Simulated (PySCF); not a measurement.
Molecule: `InChI=1S/CH9BN2/c1-4-2-3/h2-4H2,1H3`.

Molfile (atoms numbered from 1):
```
CH9BN2
     RDKit          3D

 13 12  0  0  0  0  0  0  0  0999 V2000
   -2.0448    0.0244   -0.3612 C   0  0  0  0  0  0  0  0  0  0  0  0
   -0.7280   -0.2882    0.1846 N   0  0  0  0  0  0  0  0  0  0  0  0
    0.4737    0.8474   -0.0947 B   0  0  0  0  0  0  0  0  0  0  0  0
    1.6921    0.3002    0.5724 N   0  0  0  0  0  0  0  0  0  0  0  0
   -2.3832    0.9787    0.0632 H   0  0  0  0  0  0  0  0  0  0  0  0
   -2.7870   -0.7587   -0.1459 H   0  0  0  0  0  0  0  0  0  0  0  0
   -1.9525    0.1552   -1.4473 H   0  0  0  0  0  0  0  0  0  0  0  0
   -0.7558   -0.4118    1.1980 H   0  0  0  0  0  0  0  0  0  0  0  0
   -0.3643   -1.1687   -0.1833 H   0  0  0  0  0  0  0  0  0  0  0  0
    0.5138    0.8960   -1.3270 H   0  0  0  0  0  0  0  0  0  0  0  0
   -0.0011    1.8678    0.4113 H   0  0  0  0  0  0  0  0  0  0  0  0
    2.0546    0.8612    1.3350 H   0  0  0  0  0  0  0  0  0  0  0  0
    2.4649    0.0865   -0.0477 H   0  0  0  0  0  0  0  0  0  0  0  0
  1  2  1  0
  2  3  1  0
  3  4  1  0
  1  5  1  0
  1  6  1  0
  1  7  1  0
  2  8  1  0
  2  9  1  0
  3 10  1  0
  3 11  1  0
  4 12  1  0
  4 13  1  0
M  CHG  2   2   1   3  -1
M  END
```

Geometry PBE0-D3(BJ)/def2-SVP throughout; GIAO in PySCF 2.14.0 with density-fitted response routines, gas phase, one conformer, non-relativistic; equivalent atoms averaged; basis pcSseg-2.

**Question.** How do the absolute shieldings σ depend on the functional? (ppm; last column core-seconds on shared hosts with different chips, so compare them loosely; the GGAs took longer than the global hybrids here, which isn't the general rule, and the cause wasn't traced)

**Answer.** 
```csv
functional,kind,C1,N2,N4,B3,H10/H11,H5/H6/H7,H8/H9,H12/H13,core-s
HF,Hartree–Fock,164.1,206.9,250.1,117.8,29.29,29.35,29.46,31.44,14
LDA,LDA,154.0,186.0,234.9,100.7,27.91,28.39,28.71,30.22,33
PBE,GGA,151.9,183.0,232.7,101.8,28.42,28.78,29.15,30.74,41
BLYP,GGA,147.2,175.8,228.4,98.8,28.68,28.92,29.35,30.93,43
BP86,GGA,151.3,183.8,232.9,102.3,28.48,28.84,29.20,30.85,41
OPBE,GGA,156.4,192.1,238.2,107.0,28.48,28.86,29.09,30.89,43
KT2,GGA,155.1,186.3,231.9,105.8,28.40,28.77,29.19,30.68,39
KT3,GGA,153.6,185.3,232.0,105.6,28.71,28.94,29.31,30.92,40
B97-D,GGA,150.8,183.9,233.1,103.5,28.73,28.97,29.33,31.02,40
B3LYP,global hybrid,151.1,184.3,234.9,103.1,28.77,28.99,29.29,31.04,29
PBE0,global hybrid,156.2,192.7,240.2,106.9,28.58,28.90,29.14,30.93,29
mPW1PW91,global hybrid,155.4,192.4,239.7,106.8,28.66,28.96,29.17,31.01,29
WP04,global hybrid,141.5,181.2,228.3,99.2,29.46,29.27,29.31,31.42,27
B97-2,global hybrid,155.2,191.9,239.2,107.2,28.75,29.01,29.24,31.08,27
BHandHLYP,global hybrid,156.3,194.0,241.8,108.8,28.94,29.08,29.28,31.16,28
CAM-B3LYP,range-separated hybrid,154.5,190.1,240.8,105.3,28.71,28.94,29.22,31.02,40
wB97X-D,range-separated hybrid,155.7,193.8,241.9,108.0,28.73,29.02,29.24,31.09,53
LC-wPBE,range-separated hybrid,159.7,201.7,248.8,109.5,28.71,29.02,29.20,31.14,50
```

**Question.** Which nucleus moves most, in ppm?

**Answer.** N2 (donor nitrogen of a Lewis adduct): from 175.8 ppm with BLYP to 206.9 ppm with HF. The smallest spread is 0.75 ppm, at H8/H9. Proton shifts span only some 12 ppm, so a few tenths of a ppm matter as much there as several ppm in carbon.
